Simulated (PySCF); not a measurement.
Orbital picture of InO⁺

BLYP at R = 2.925 Å; In x2c-SVPall, O x2c-SVPall; spin-free X2C with a Gaussian nucleus (PySCF 2.14). State: ³Σ⁻ (triplet), unpaired electrons π ↑↑. Only the outer orbitals are listed, counted within each symmetry.

```tsv
spin	orbital	occ.	ε (eV)	on In (%)	main shells (%)
α	6π	1	-15.97	0	100 O p
α	6π	1	-15.97	0	100 O p
α	12σ	1	-15.02	63	62 In s, 37 O p
α	13σ	1	-13.77	41	59 O p, 38 In s
α	7π	0	-8.16	100	100 In p
α	7π	0	-8.16	100	100 In p
α	14σ	0	-7.69	97	97 In p
β	12σ	1	-14.77	89	89 In s, 10 O p
β	13σ	1	-12.77	17	83 O p, 11 In s
β	6π	0	-11.78	2	98 O p
β	6π	0	-11.78	2	98 O p
β	7π	0	-8.14	99	99 In p
```

Problem. Which are the highest filled and the lowest empty level, where do they sit, and how wide is the gap?

Solution. Highest filled β 13σ at -12.77 eV (in %: 83 O p, 11 In s); lowest empty β 6π at -11.78 eV (in %: 98 O p); the gap at BLYP is 0.99 eV.

```
bond order (Mayer)                                                                                                : 0.22
⟨S²⟩                                                                                                              : 2.005
charge on In (Mulliken, basis-dependent)                                                                          : 0.89
charge on In (Löwdin, basis-dependent)                                                                            : 0.85
dipole moment (positive dipole points towards O; it is taken about the centre of mass and depends on that origin) : -0.20 D
```

Spin–orbit coupling is left out. The state was picked by a PBE0 search and need not be the measured ground state.
